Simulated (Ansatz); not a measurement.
The multiplicity is imposed and other spin states were not computed.

These are r2SCAN-D4/def2-SVP (Ansatz, a first-principles code) values and carry that method's errors. No frequencies were computed at this level.

Ansatz 0.2 input:
```yaml
crystal:
  periodic: [false, false, false]
  atoms:
    - { symbol: Cd, position_ang: [0.185685, 0.717007, 0.226449] }
    - { symbol: Cl, position_ang: [1.175978, -1.005445, 1.298543] }
    - { symbol: O, position_ang: [-1.54216, 0.181943, -0.585928] }
    - { symbol: C, position_ang: [-2.443082, 0.969695, -1.313149] }
    - { symbol: H, position_ang: [-2.849538, 1.797835, -0.716458] }
    - { symbol: H, position_ang: [-3.27349, 0.31054, -1.591657] }
    - { symbol: H, position_ang: [-1.998892, 1.368528, -2.235403] }
basis:
  gaussian: { orbitals: def2-svp }
hamiltonian:
  xc: r2scan
  dispersion: d4
relax:
  max_steps: 150
```

Output:

```
Functional definition: r2SCAN
978 factors; their error is unknown
mean field evaluation 1: about -20203.6463 eV, gradient 6.1e1 eV
mean field evaluation 2: about -20074.7337 eV, gradient 1.9e2 eV
mean field evaluation 4: about -20211.6392 eV, gradient 1.8e1 eV
mean field evaluation 8: about -20212.4917 eV, gradient 2.1e-1 eV
mean field evaluation 16: about -20212.4532 eV, gradient 3.6e-4 eV
mean field -20212.45320120 eV, -742.7939546512 hartree, gradient 2.5e-5 eV, S^2 0.000000; 0 other end points of the search recorded, 0 dependent functions left out
reference -20212.45321412 eV, -742.7939551261 hartree; 27, 27 occupied and 65, 65 virtual orbitals, 978 factors
relax step   1: F+E_penalty+E_count = -20212.48475888 eV  Δ(F+E_penalty+E_count) = +0.000e0 eV  max|allowed force component| = 9.997e-1 eV/Å  Δτ_max = 0.0000 Å  (30 SCF iters, accepted)
these checks for a lower state are left out or cut short: starts, cluster_reference, orbital_swaps, neighbouring_geometries, increment
978 factors; their error is unknown
mean field -20212.71318107 eV, -742.8035087352 hartree, gradient 1.8e-5 eV, S^2 0.000000; 0 other end points of the search recorded, 0 dependent functions left out
reference -20212.71319389 eV, -742.8035092062 hartree; 27, 27 occupied and 65, 65 virtual orbitals, 978 factors
relax step   2: F+E_penalty+E_count = -20212.74392587 eV  Δ(F+E_penalty+E_count) = -2.592e-1 eV  max|allowed force component| = 7.940e-1 eV/Å  Δτ_max = 0.1984 Å  (32 SCF iters, accepted)
these checks for a lower state are left out or cut short: starts, cluster_reference, orbital_swaps, neighbouring_geometries, increment
978 factors; their error is unknown
mean field evaluation 32: about -20212.9288 eV, gradient 5.1e-6 eV
mean field -20212.92876769 eV, -742.8114313972 hartree, gradient 6.6e-6 eV, S^2 0.000000; 0 other end points of the search recorded, 0 dependent functions left out
reference -20212.92878041 eV, -742.8114318647 hartree; 27, 27 occupied and 65, 65 virtual orbitals, 978 factors
relax step   3: F+E_penalty+E_count = -20212.95887948 eV  Δ(F+E_penalty+E_count) = -2.150e-1 eV  max|allowed force component| = 8.418e-1 eV/Å  Δτ_max = 0.1959 Å  (32 SCF iters, accepted)
these checks for a lower state are left out or cut short: starts, cluster_reference, orbital_swaps, neighbouring_geometries, increment
978 factors; their error is unknown
mean field -20213.11644630 eV, -742.8183284590 hartree, gradient 8.5e-6 eV, S^2 0.000000; 0 other end points of the search recorded, 0 dependent functions left out
reference -20213.11645918 eV, -742.8183289325 hartree; 27, 27 occupied and 65, 65 virtual orbitals, 978 factors
relax step   4: F+E_penalty+E_count = -20213.14622227 eV  Δ(F+E_penalty+E_count) = -1.873e-1 eV  max|allowed force component| = 5.177e-1 eV/Å  Δτ_max = 0.1998 Å  (31 SCF iters, accepted)
these checks for a lower state are left out or cut short: starts, cluster_reference, orbital_swaps, neighbouring_geometries, increment
978 factors; their error is unknown
mean field -20213.24313314 eV, -742.8229841148 hartree, gradient 9.3e-6 eV, S^2 0.000000; 0 other end points of the search recorded, 0 dependent functions left out
reference -20213.24314606 eV, -742.8229845896 hartree; 27, 27 occupied and 65, 65 virtual orbitals, 978 factors
relax step   5: F+E_penalty+E_count = -20213.27276782 eV  Δ(F+E_penalty+E_count) = -1.265e-1 eV  max|allowed force component| = 2.284e-1 eV/Å  Δτ_max = 0.1996 Å  (32 SCF iters, accepted)
these checks for a lower state are left out or cut short: starts, cluster_reference, orbital_swaps, neighbouring_geometries, increment
978 factors; their error is unknown
mean field -20213.31999095 eV, -742.8258085871 hartree, gradient 1.8e-5 eV, S^2 0.000000; 0 other end points of the search recorded, 0 dependent functions left out
reference -20213.32000400 eV, -742.8258090665 hartree; 27, 27 occupied and 65, 65 virtual orbitals, 978 factors
relax step   6: F+E_penalty+E_count = -20213.34994968 eV  Δ(F+E_penalty+E_count) = -7.718e-2 eV  max|allowed force component| = 2.011e-1 eV/Å  Δτ_max = 0.2000 Å  (36 SCF iters, accepted)
these checks for a lower state are left out or cut short: starts, cluster_reference, orbital_swaps, neighbouring_geometries, increment
978 factors; their error is unknown
mean field -20213.34014936 eV, -742.8265493949 hartree, gradient 1.4e-5 eV, S^2 0.000000; 0 other end points of the search recorded, 0 dependent functions left out
reference -20213.34016239 eV, -742.8265498738 hartree; 27, 27 occupied and 65, 65 virtual orbitals, 978 factors
relax step   7: F+E_penalty+E_count = -20213.37028199 eV  Δ(F+E_penalty+E_count) = -2.033e-2 eV  max|allowed force component| = 2.922e-1 eV/Å  Δτ_max = 0.1964 Å  (36 SCF iters, accepted)
these checks for a lower state are left out or cut short: starts, cluster_reference, orbital_swaps, neighbouring_geometries, increment
978 factors; their error is unknown
mean field evaluation 64: about -20213.3592 eV, gradient 3.6e0 eV
mean field -20213.34183108 eV, -742.8266111969 hartree, gradient 1.1e-5 eV, S^2 0.000000; 0 other end points of the search recorded, 0 dependent functions left out
reference -20213.34184416 eV, -742.8266116779 hartree; 27, 27 occupied and 65, 65 virtual orbitals, 978 factors
relax step   8: F+E_penalty+E_count = -20213.37206924 eV  Δ(F+E_penalty+E_count) = -1.787e-3 eV  max|allowed force component| = 2.291e-1 eV/Å  Δτ_max = 0.0731 Å  (32 SCF iters, accepted)
these checks for a lower state are left out or cut short: starts, cluster_reference, orbital_swaps, neighbouring_geometries, increment
978 factors; their error is unknown
mean field -20213.34753283 eV, -742.8268207325 hartree, gradient 1.5e-5 eV, S^2 0.000000; 0 other end points of the search recorded, 0 dependent functions left out
reference -20213.34754587 eV, -742.8268212118 hartree; 27, 27 occupied and 65, 65 virtual orbitals, 978 factors
relax step   9: F+E_penalty+E_count = -20213.37778749 eV  Δ(F+E_penalty+E_count) = -5.718e-3 eV  max|allowed force component| = 3.749e-2 eV/Å  Δτ_max = 0.0480 Å  (30 SCF iters, accepted)
these checks for a lower state are left out or cut short: starts, cluster_reference, orbital_swaps, neighbouring_geometries, increment
978 factors; their error is unknown
mean field -20213.34762463 eV, -742.8268241061 hartree, gradient 1.3e-5 eV, S^2 0.000000; 0 other end points of the search recorded, 0 dependent functions left out
reference -20213.34763767 eV, -742.8268245854 hartree; 27, 27 occupied and 65, 65 virtual orbitals, 978 factors
relax step  10: F+E_penalty+E_count = -20213.37789612 eV  Δ(F+E_penalty+E_count) = -1.086e-4 eV  max|allowed force component| = 1.016e-2 eV/Å  Δτ_max = 0.0075 Å  (31 SCF iters, accepted)
these checks for a lower state are left out or cut short: starts, cluster_reference, orbital_swaps, neighbouring_geometries, increment
978 factors; their error is unknown
mean field -20213.34762826 eV, -742.8268242395 hartree, gradient 1.3e-5 eV, S^2 0.000000; 0 other end points of the search recorded, 0 dependent functions left out
reference -20213.34764131 eV, -742.8268247189 hartree; 27, 27 occupied and 65, 65 virtual orbitals, 978 factors
relax step  11: F+E_penalty+E_count = -20213.37790247 eV  Δ(F+E_penalty+E_count) = -6.352e-6 eV  max|allowed force component| = 3.932e-3 eV/Å  Δτ_max = 0.0015 Å  (24 SCF iters, accepted)
978 factors; their error is unknown
mean field evaluation 96: about -20212.6058 eV, gradient 1.8e1 eV
mean field -20213.34762826 eV, -742.8268242395 hartree, gradient 1.3e-5 eV, S^2 0.000000; 1 other end points of the search recorded, 0 dependent functions left out
reference -20213.34764131 eV, -742.8268247189 hartree; 27, 27 occupied and 65, 65 virtual orbitals, 978 factors
Total energy: -20213.37791552 eV, -742.8279372757 hartree
Atom 0 at    -0.224268    -0.150273     0.255832 Å, force     0.000617     0.000333     0.001793 eV/Å
Atom 1 at     1.731229    -0.334012     1.411289 Å, force     0.000312    -0.000049    -0.000761 eV/Å
Atom 2 at    -1.937470    -0.152413    -0.711941 Å, force    -0.000655    -0.002846     0.000528 eV/Å
Atom 3 at    -2.448160     1.000983    -1.325820 Å, force    -0.002701     0.003932    -0.003011 eV/Å
Atom 4 at    -2.652462     1.832087    -0.618850 Å, force     0.000034    -0.000994     0.000022 eV/Å
Atom 5 at    -3.414578     0.739438    -1.796544 Å, force     0.002542     0.000067     0.001007 eV/Å
Atom 6 at    -1.799789     1.404293    -2.131569 Å, force    -0.000149    -0.000443     0.000422 eV/Å
Dipole moment:    -0.203751     0.235717    -0.181005 e Å
```

Cost: around 70 core-seconds (rough).
